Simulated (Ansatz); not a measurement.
Ansatz (a program for electronic structure) input (wB97X/def2-TZVPD):

Ansatz 0.2 input:
```yaml
crystal:
  periodic: [false, false, false]
  atoms:
    - {symbol: Si, position_ang: [0.07517424, -0.46621636, 0.05137629]}
    - {symbol: F, position_ang: [-0.20525284, -1.57767369, -1.03997708]}
    - {symbol: F, position_ang: [0.64945693, -1.17719568, 1.34355920]}
    - {symbol: O, position_ang: [1.16311850, 0.52994270, -0.60252590]}
    - {symbol: C, position_ang: [1.75678846, 1.64854443, 0.05045331]}
    - {symbol: O, position_ang: [-1.29010571, 0.25760784, 0.51573911]}
    - {symbol: C, position_ang: [-2.17916714, 0.97096788, -0.33911931]}
    - {symbol: H, position_ang: [0.99642250, 2.30239937, 0.48476907]}
    - {symbol: H, position_ang: [2.32113044, 2.20580965, -0.69521650]}
    - {symbol: H, position_ang: [2.43555944, 1.31782375, 0.83899547]}
    - {symbol: H, position_ang: [-2.69421211, 0.28629098, -1.01576631]}
    - {symbol: H, position_ang: [-2.91387548, 1.47028245, 0.29011712]}
    - {symbol: H, position_ang: [-1.64513126, 1.72076905, -0.92811570]}
basis:
  gaussian:
    orbitals: def2-TZVPD
hamiltonian:
  xc: {name: wB97X}
```

End of the output:

```
integrals: 0.54 GiB planned
1700 factors; their error is unknown
integrals: 0.58 GiB planned
588 factors; integrals over basis functions are off by at most 1.6e-5 eV
mean field: 4.20 GiB planned
mean field evaluation 1: about -19578.6752 eV, gradient 6.9e1 eV
mean field evaluation 2: about -19579.3750 eV, gradient 6.9e1 eV
mean field evaluation 4: about -19585.8917 eV, gradient 1.9e0 eV
mean field evaluation 8: about -19585.8986 eV, gradient 4.2e-2 eV
mean field evaluation 16: about -19585.8908 eV, gradient 3.8e-5 eV
mean field -19585.89083257 eV, -719.7682123032 hartree, gradient 3.3e-5 eV, S^2 0.000000; 0 other end points of the search recorded, 0 dependent functions left out
reference -19585.89077835 eV, -719.7682103107 hartree; 33, 33 occupied and 298, 298 virtual orbitals, 1700 factors
Total energy: -19585.89077835 eV, -719.7682103107 hartree
```
